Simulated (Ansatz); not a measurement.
Mulliken charges of `[OH][Ge]([OH])([SH])[Cl]` from PBE/def2-TZVPP in Ansatz (PBE0-D4/def2-TZVP geometry).

```json
{"atom": "O1", "x (Å)": "-0.488", "y (Å)": "1.434", "z (Å)": "1.093", "charge (e)": "-0.337"}
{"atom": "Ge2", "x (Å)": "0.136", "y (Å)": "0.186", "z (Å)": "0.038", "charge (e)": "0.727"}
{"atom": "O3", "x (Å)": "1.812", "y (Å)": "0.104", "z (Å)": "0.529", "charge (e)": "-0.337"}
{"atom": "S4", "x (Å)": "-0.928", "y (Å)": "-1.738", "z (Å)": "0.243", "charge (e)": "-0.285"}
{"atom": "Cl5", "x (Å)": "-0.020", "y (Å)": "0.788", "z (Å)": "-2.021", "charge (e)": "-0.281"}
{"atom": "H6", "x (Å)": "-1.442", "y (Å)": "1.528", "z (Å)": "1.027", "charge (e)": "0.186"}
{"atom": "H7", "x (Å)": "2.288", "y (Å)": "-0.608", "z (Å)": "0.093", "charge (e)": "0.186"}
{"atom": "H8", "x (Å)": "-1.266", "y (Å)": "-1.750", "z (Å)": "-1.057", "charge (e)": "0.140"}
```

Q: By hand: the dipole of these point charges (1 e Å = 4.8032 D).

A: Σ q r = (-0.097, -0.183, 0.040) e Å, of length 0.211 e Å = 1.01 D.

Q: How does the dipole of the full density compare? (An estimate is asked.)

A: Ansatz gave: (-0.211, -0.299, -0.154) e Å, 1.91 D; the point charges give 0.53 times that, at 34° from its direction.

Point charges leave out the atoms' own dipoles, such as those of lone pairs, and Mulliken's split depends on the basis, so the two needn't agree.
